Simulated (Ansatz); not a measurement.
A structure relaxed at PBE0-D4/def2-TZVP, charge 0, multiplicity 1:

```
atom    x (Å)    y (Å)    z (Å)
  C1   1.5401  -3.3623  -0.1746
  C2   0.3161  -2.5034   0.0997
  C3   0.4493  -1.5996   1.3174
  C4   1.5500  -0.5585   1.1984
  C5   1.5323   0.4735   2.3144
  S6   0.0898   1.5647   2.3451
  C7   0.4094   2.6446   0.9187
  C8  -0.7329   2.6652  -0.0851
  C9  -0.9062   1.3660  -0.8490
 C10  -2.0880   1.3745  -1.8030
 C11  -2.2423   0.0645  -2.5559
 H12   1.3727  -4.0317  -1.0215
 H13   1.7875  -3.9810   0.6934
 H14   2.4184  -2.7553  -0.4074
 H15  -0.5548  -3.1528   0.2369
 H16   0.0967  -1.8864  -0.7797
 H17  -0.5000  -1.0823   1.4897
 H18   0.6299  -2.2124   2.2100
 H19   1.4708  -0.0505   0.2304
 H20   2.5322  -1.0444   1.2053
 H21   1.5188  -0.0218   3.2900
 H22   2.4305   1.0958   2.2901
 H23   1.3312   2.3005   0.4421
 H24   0.5966   3.6505   1.3005
 H25  -0.5535   3.4852  -0.7915
 H26  -1.6650   2.9123   0.4361
 H27  -1.0245   0.5460  -0.1329
 H28   0.0117   1.1528  -1.4127
 H29  -1.9773   2.1998  -2.5163
 H30  -3.0032   1.5843  -1.2375
 H31  -1.3515  -0.1540  -3.1521
 H32  -2.3869  -0.7706  -1.8646
 H33  -3.0980   0.0868  -3.2345
```

Task: Give its formula and SMILES.

Result: C10H22S, `CCCCCSCCCCC`.

Task: Point group (tolerance 0.08 Å, 0.16 Å for H)?

Result: C1.

Task: Summarise the bond lengths by kind.

Result: 8 × C–C 1.517 to 1.522 Å; 22 × C–H 1.092 to 1.098 Å; 2 × C–S 1.809 to 1.817 Å.

Program: Ansatz 0.2.0.
